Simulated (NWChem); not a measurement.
All runs are NWChem calculations. System: Se (+1), charge 1, spin multiplicity 4. Its SCF solution wasn't tested for a lower state. Level: UMP2/def2-TZVP, 9 core orbitals frozen.

Job file:

```
start mol
memory heap 200 mb stack 900 mb global 1100 mb
charge 1
geometry units angstroms nocenter noautoz
  Se     0.000000     0.000000     0.000000
  symmetry group D2h
end
basis spherical
  * library def2-tzvp
end
scf
  uhf
  nopen 3
  maxiter 100
  thresh 1e-7
  semidirect memsize 60000000 filesize 0
  # guess.movecs holds the orbitals of an unrestricted PBE0 run
  vectors input guess.movecs output mol.movecs
end
mp2
  freeze core 9
end
task mp2 energy
```

Output (cleaned and shortened):

```
             Northwest Computational Chemistry Package (NWChem) 7.3.0
             --------------------------------------------------------

                                NWChem Input Module
                                -------------------

 Scaling coordinates for geometry "geometry" by  1.889725989
 (inverse scale =  0.529177249)

                             Geometry "geometry" -> ""
                             -------------------------

 Output coordinates in angstroms (scale by  1.889725989 to convert to a.u.)

  No.       Tag          Charge          X              Y              Z
 ---- ---------------- ---------- -------------- -------------- --------------
    1 Se                  34.0000     0.00000000     0.00000000     0.00000000

 Effective nuclear repulsion energy (a.u.)       0.0000000000

            Nuclear Dipole moment (a.u.)
            ----------------------------
        X                 Y               Z
 ---------------- ---------------- ----------------
     0.0000000000     0.0000000000     0.0000000000

      Symmetry information
      --------------------

 Group name             D2h
 Group number             26
 Group order               8
 No. of unique centers     1

      Symmetry unique atoms

     1


 Summary of "ao basis" -> "" (spherical)
 ------------------------------------------------------------------------------
       Tag                 Description            Shells   Functions and Types
 ---------------- ------------------------------  ------  ---------------------
 *                         def2-tzvp                  on all atoms

 Summary of "ao basis" -> "ao basis" (spherical)
 ------------------------------------------------------------------------------
       Tag                 Description            Shells   Functions and Types
 ---------------- ------------------------------  ------  ---------------------
 Se                        def2-tzvp                16       48   6s5p4d1f

                                 NWChem SCF Module
                                 -----------------

  ao basis        = "ao basis"
  functions       =    48
  atoms           =     1
  alpha electrons =    18
  beta  electrons =    15
  charge          =   1.00
  wavefunction    = UHF
  use symmetry    = T
  symmetry adapt  = T

 Summary of "ao basis" -> "ao basis" (spherical)
 ------------------------------------------------------------------------------
       Tag                 Description            Shells   Functions and Types
 ---------------- ------------------------------  ------  ---------------------
 Se                        def2-tzvp                16       48   6s5p4d1f

      Symmetry analysis of basis
      --------------------------

        ag         14
        au          1
        b1g         4
        b1u         7
        b2g         4
        b2u         7
        b3g         4
        b3u         7

 Forming initial guess at       0.0s

   Symmetry analysis of molecular orbitals - initial alpha
   -------------------------------------------------------

  Numbering of irreducible representations:

     1 ag          2 au          3 b1g         4 b1u         5 b2g
     6 b2u         7 b3g         8 b3u

  Orbital symmetries:

     1 ag          2 ag          3 b2u         4 b3u         5 b1u
     6 ag          7 b3u         8 b2u         9 b1u        10 b2g
    11 b3g        12 ag         13 b1g        14 ag         15 ag
    16 b1u        17 b3u        18 b2u        19 ag         20 ag
    21 b1g        22 b3g        23 b2g        24 b1u        25 b3u
    26 b2u        27 ag         28 ag

   Symmetry analysis of molecular orbitals - initial beta
   ------------------------------------------------------

  Numbering of irreducible representations:

     1 ag          2 au          3 b1g         4 b1u         5 b2g
     6 b2u         7 b3g         8 b3u

  Orbital symmetries:

     1 ag          2 ag          3 b2u         4 b3u         5 b1u
     6 ag          7 b3u         8 b2u         9 b1u        10 b2g
    11 b3g        12 ag         13 b1g        14 ag         15 ag
    16 b1u        17 b3u        18 b2u        19 b1u        20 b2u
    21 b3u        22 ag         23 ag         24 b1g        25 b2g
    26 b3g        27 ag         28 ag

 Starting SCF solution at       0.0s

 ----------------------------------------------
         Quadratically convergent UHF

 Convergence threshold     :          1.000E-07
 Maximum no. of iterations :          100
 Integral*density screening:          1.000E-09
 ----------------------------------------------

              iter       energy          gnorm     gmax       time
             ----- ------------------- --------- --------- --------
                 1    -2399.5054103294  5.51D-01  2.84D-01      0.5
                 2    -2399.5112391766  1.06D-01  2.61D-02      0.5
                 3    -2399.5116217384  9.47D-04  3.52D-04      0.5
                 4    -2399.5116218218  4.32D-08  1.23D-08      0.5

       Final UHF  results
       ------------------

         Total SCF energy =  -2399.511621821841
      One electron energy =  -3330.725036067432
      Two electron energy =    931.213414245591
 Nuclear repulsion energy =      0.000000000000

                       Sz =      1.5000
                 Sz(Sz+1) =      3.7500
                      S^2 =      3.7507

        Time for solution =      0.5s

       Symmetry analysis of molecular orbitals - alpha
       -----------------------------------------------

  Numbering of irreducible representations:

     1 ag          2 au          3 b1g         4 b1u         5 b2g
[...]
  ----- ------------  ---------------      ----- ------------  ---------------
    40      0.992462  1 Se d  1              25     -0.168226  1 Se d  1

 Vector   20  Occ=0.000000D+00  E= 6.647203D-02  Symmetry=b1g
              MO Center=  5.2D-25, -1.1D-25,  2.1D-28, r^2= 2.6D+00
   Bfn.  Coefficient  Atom+Function         Bfn.  Coefficient  Atom+Function
  ----- ------------  ---------------      ----- ------------  ---------------
    37      0.992462  1 Se d -2              22     -0.168226  1 Se d -2

 Vector   21  Occ=0.000000D+00  E= 6.647203D-02  Symmetry=b3g
              MO Center=  1.5D-28,  6.2D-25, -4.5D-25, r^2= 2.6D+00
   Bfn.  Coefficient  Atom+Function         Bfn.  Coefficient  Atom+Function
  ----- ------------  ---------------      ----- ------------  ---------------
    38      0.992462  1 Se d -1              23     -0.168226  1 Se d -1

                     UHF Final Beta Molecular Orbital Analysis
                     -----------------------------------------

 Vector   13  Occ=1.000000D+00  E=-3.019353D+00  Symmetry=b3g
              MO Center= -7.7D-35, -2.4D-23, -4.8D-34, r^2= 1.3D-01
   Bfn.  Coefficient  Atom+Function         Bfn.  Coefficient  Atom+Function
  ----- ------------  ---------------      ----- ------------  ---------------
    23      0.912109  1 Se d -1              28      0.183143  1 Se d -1

 Vector   14  Occ=1.000000D+00  E=-3.019353D+00  Symmetry=ag
              MO Center=  1.1D-20,  1.1D-20,  1.4D-20, r^2= 1.3D-01
   Bfn.  Coefficient  Atom+Function         Bfn.  Coefficient  Atom+Function
  ----- ------------  ---------------      ----- ------------  ---------------
    24      0.912053  1 Se d  0              29      0.183132  1 Se d  0

 Vector   15  Occ=1.000000D+00  E=-1.012119D+00  Symmetry=ag
              MO Center= -5.1D-41, -4.7D-31,  1.6D-28, r^2= 1.1D+00
   Bfn.  Coefficient  Atom+Function         Bfn.  Coefficient  Atom+Function
  ----- ------------  ---------------      ----- ------------  ---------------
     5      0.753364  1 Se s                  6      0.495494  1 Se s
     4     -0.413205  1 Se s                  3     -0.282219  1 Se s

 Vector   16  Occ=0.000000D+00  E=-2.883214D-01  Symmetry=b2u
              MO Center=  6.6D-32,  1.2D-23,  8.5D-36, r^2= 2.1D+00
   Bfn.  Coefficient  Atom+Function         Bfn.  Coefficient  Atom+Function
  ----- ------------  ---------------      ----- ------------  ---------------
    20      0.461168  1 Se py                17      0.453827  1 Se py
    11     -0.300555  1 Se py                14      0.256313  1 Se py

 Vector   17  Occ=0.000000D+00  E=-2.883214D-01  Symmetry=b3u
              MO Center=  9.5D-22,  2.0D-33,  5.0D-33, r^2= 2.1D+00
   Bfn.  Coefficient  Atom+Function         Bfn.  Coefficient  Atom+Function
  ----- ------------  ---------------      ----- ------------  ---------------
    19      0.461168  1 Se px                16      0.453827  1 Se px
    10     -0.300555  1 Se px                13      0.256313  1 Se px

 Vector   18  Occ=0.000000D+00  E=-2.883214D-01  Symmetry=b1u
              MO Center=  6.2D-35, -3.0D-34,  5.2D-23, r^2= 2.1D+00
   Bfn.  Coefficient  Atom+Function         Bfn.  Coefficient  Atom+Function
  ----- ------------  ---------------      ----- ------------  ---------------
    21      0.461168  1 Se pz                18      0.453827  1 Se pz
    12     -0.300555  1 Se pz                15      0.256313  1 Se pz

 center of mass
 --------------
 x =   0.00000000 y =   0.00000000 z =   0.00000000

 moments of inertia (a.u.)
 ------------------
           0.000000000000           0.000000000000           0.000000000000
           0.000000000000           0.000000000000           0.000000000000
           0.000000000000           0.000000000000           0.000000000000

  Mulliken analysis of the total density
  --------------------------------------

    Atom       Charge   Shell Charges
 -----------   ------   -------------------------------------------------------
    1 Se  34    33.00   2.00  2.00  1.17  0.77  1.19  0.87  6.00  5.93  0.83  1.85  0.40  8.97  1.03 -0.02  0.01  0.00

  Mulliken analysis of the alpha density
  --------------------------------------

    Atom       Charge   Shell Charges
 -----------   ------   -------------------------------------------------------
    1 Se  34    18.00   1.00  1.00  0.59  0.38  0.61  0.43  3.00  2.98  0.77  1.85  0.40  4.47  0.52 -0.00  0.01  0.00

   Mulliken analysis of the beta density
   -------------------------------------

    Atom       Charge   Shell Charges
 -----------   ------   -------------------------------------------------------
    1 Se  34    15.00   1.00  1.00  0.58  0.39  0.59  0.44  3.00  2.95  0.05 -0.00  0.00  4.50  0.51 -0.02  0.00  0.00

   Mulliken analysis of the spin density
   -------------------------------------

    Atom       Charge   Shell Charges
 -----------   ------   -------------------------------------------------------
    1 Se  34     3.00  -0.00  0.00  0.00 -0.01  0.02 -0.01  0.00  0.02  0.72  1.86  0.40 -0.03  0.01  0.01  0.00  0.00

       Multipole analysis of the density wrt the origin
       ------------------------------------------------

     L   x y z        total         alpha         beta         nuclear
     -   - - -        -----         -----         ----         -------
     0   0 0 0      1.000000    -18.000000    -15.000000     34.000000

     1   1 0 0     -0.000000     -0.000000     -0.000000      0.000000
     1   0 1 0     -0.000000     -0.000000     -0.000000      0.000000
     1   0 0 1     -0.000000     -0.000000     -0.000000      0.000000

     2   2 0 0    -10.439052     -7.796409     -2.642643      0.000000
     2   1 1 0      0.000000      0.000000      0.000000      0.000000
     2   1 0 1     -0.000000      0.000000     -0.000000      0.000000
     2   0 2 0    -10.439052     -7.796409     -2.642643      0.000000
     2   0 1 1     -0.000000      0.000000     -0.000000      0.000000
     2   0 0 2    -10.439052     -7.796409     -2.642643      0.000000

                   NWChem MP2 Semi-direct Energy/Gradient Module
                   ---------------------------------------------

  Basis functions       =     48
  Molecular orbitals    =     48
  Frozen core           =      9
  Frozen virtuals       =      0
  Active alpha occupied =      9
  Active beta occupied  =      6
  Active alpha virtual  =     30
  Active beta virtual   =     33
  Use MO symmetry       = T
  Use skeleton AO sym   = T

  AO/Fock/Back tols     =   1.0D-09  1.0D-09  1.0D-09

 GA uses MA = F    GA memory limited = T

 Available:
  local mem=  1.26D+08
 global mem=  1.44D+08
 local disk=  0.00D+00
  mp2_memr nvloc                    30
  nvloc new                    30
   1 passes of   9:        3145728                      18194                   1083573.
   1 passes of   9: M    126152323           G      144174592           F     123006595.

 Semi-direct pass number   1 of   1  for UHF alpha       at        0.6s
  vrange nnbf                  1176
  mp2_eaftype                    10  avail_ma_in_mb                  1099
 EAF : mp2_eaftype filesize          10     541787.
  mp2_eaf for mointskh                     10
Node 0 wrote      2.5 Mb in      0.0 s     Agg I/O rate:  1330.2 Mb/s
 Done moints_semi at        1.5s
  mp2_eaftype                    10  avail_ma_in_mb                  1089
 EAF : mp2_eaftype filesize          10     541787.
  mp2_eaf for kh                    10
 Done maket at        1.5s
 Done multipass loop at        1.5s

 GA uses MA = F    GA memory limited = T

 Available:
  local mem=  1.26D+08
 global mem=  1.44D+08
 local disk=  0.00D+00
  mp2_memr nvloc                    33
  nvloc new                    33
   1 passes of   6:        3145728                      14596                    795688.
   1 passes of   6: M    126152323           G      144174592           F     123006595.

 Semi-direct pass number   1 of   1  for UHF beta        at        1.6s
  vrange nnbf                  1176
  mp2_eaftype                    10  avail_ma_in_mb                  1099
 EAF : mp2_eaftype filesize          10     397844.
  mp2_eaf for mointskh                     10
Node 0 wrote      1.9 Mb in      0.0 s     Agg I/O rate:  3144.1 Mb/s
 Done moints_semi at        2.5s
  mp2_eaftype                    10  avail_ma_in_mb                  1089
 EAF : mp2_eaftype filesize          10     397844.
  mp2_eaf for kh                    10
 Done maket at        2.5s
 Done multipass loop at        2.5s

          -------------------------------------------
          SCF energy               -2399.511621821841
          Correlation energy          -0.187078091314
          Singlet pairs                0.000000000000
          Triplet pairs                0.000000000000
          Total MP2 energy         -2399.698699913155
          -------------------------------------------

          ---------------------------------------------------
                    Spin Component Scaled (SCS) MP2
          Same spin pairs                     -0.062435314790
          Same spin scaling factor             0.333333333333
          Opposite spin pairs                 -0.124642776524
          Opposite spin scaling fact.          1.200000000000
          SCS-MP2 correlation energy          -0.170383103426
          Total SCS-MP2 energy             -2399.682004925267
          ---------------------------------------------------

 -----------------------
 Performance information
 -----------------------

 Timer overhead =  1.58D-07 seconds/call

               Nr. of calls         CPU time (s)                 Wall time (s)                GFlops
             ---------------    -------------------     ------------------------------   -------------------
Name         Min   Avg   Max    Min     Avg     Max     Min     Avg     Max   Mx/calls   Min     Max     Sum
mp2: moin     2     2     2    1.9     1.9     1.9      1.9     1.9     1.9    0.95      0.0     0.0     0.0
mp2: make     2     2     2   1.86E-2 1.86E-2 1.86E-2  1.86E-2 1.86E-2 1.86E-2 9.32E-3   0.0     0.0     0.0
mp2: tota     1     1     1    2.0     2.0     2.0      2.0     2.0     2.0     2.0      0.0     0.0     0.0

 The average no. of pstat calls per process was 5.00D+00
 with a timing overhead of 7.92D-07s

 Task  times  cpu:        2.5s     wall:        2.5s

 Total times  cpu:        2.5s     wall:        2.5s
```
